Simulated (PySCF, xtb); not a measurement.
Si(OH)3(NH2) (H5NO3Si), SMILES O[Si](O)(N)O.

GFN2-xTB run with xtb at its own geometry gives an orbital gap of 8.89 eV and a dipole moment of 1.93 D.

Geometry: ωB97X-D3(BJ)/def2-SVP. A frequency run showed that this geometry is not a minimum. Other conformers were not sampled.

What does CAM-B3LYP/def2-TZVP (PySCF) give? (The exact figures need the calculation; the answer reports its results.)

gap 10.55 eV (levels -9.41 and 1.14 eV), dipole 2.25 D.
